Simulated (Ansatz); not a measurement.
Ideal-gas functions of C$_{2}$H$_{4}$BClO, SMILES `OB1CC1Cl` at 298.15 K and 1 bar, from an Ansatz frequency run at PBE0-D4/def2-TZVP.

Molar mass 90.32 g/mol, point group C1 (symmetry number 1), electronic degeneracy 1, moments of inertia 63.707, 204.075, 247.243 u Å². Harmonic wavenumbers (cm⁻¹, unscaled): 110, 243, 326, 405, 597, 657, 684, 719, 910, 932, 989, 1015, 1074, 1150, 1233, 1383, 1640, 3123, 3175, 3203, 3849.

Use S(trans) = R[1.5 ln M + 2.5 ln T − 1.1517]; rotational temperatures θ = 24.2544 K / I; S(rot) = R[ln(√π/σ · √(T³/θAθBθC)) + 1.5]; for each mode x = 1.438777 ν̃/T, S = R[x/(eˣ − 1) − ln(1 − e⁻ˣ)] and H = RT x/(eˣ − 1); 1 cm⁻¹ = 0.0119627 kJ/mol; R = 8.31446 J/(mol·K).

**Question.** By hand: the entropy, in J/(mol·K).

**Answer.** Translation 165.0. Rotation: θ = 0.3807, 0.1189, 0.0981 K, giving 110.8. Vibration, mode by mode: 13.68, 7.45, 5.35, 3.95, 1.90, 1.51, 1.36, 1.19, 0.56, 0.51, 0.41, 0.37, 0.29, 0.21, 0.15, 0.08, 0.03, 0.00, 0.00, 0.00, 0.00, in all 39.0. Electronic 0.0. Sum 314.8 J/(mol·K).

**Question.** By hand: H − E and G − E in kJ/mol, counted from the electronic energy.

**Answer.** Zero-point energy ½ × 27417 × 0.0119627 = 164.0; thermal vibration 7.0; translation, rotation and pV give 4 RT = 9.9. H − E = 180.9 kJ/mol, and G − E = 180.9 − 298.15 × 314.8/1000 = 87.0 kJ/mol.

Vibration gives 12 % of the entropy, 13.7 J/(mol·K) of it from the mode under 150 cm⁻¹: soft modes count most, and the harmonic formula is weakest for them. The sum counts one conformer and one mirror image; others add a mixing term.
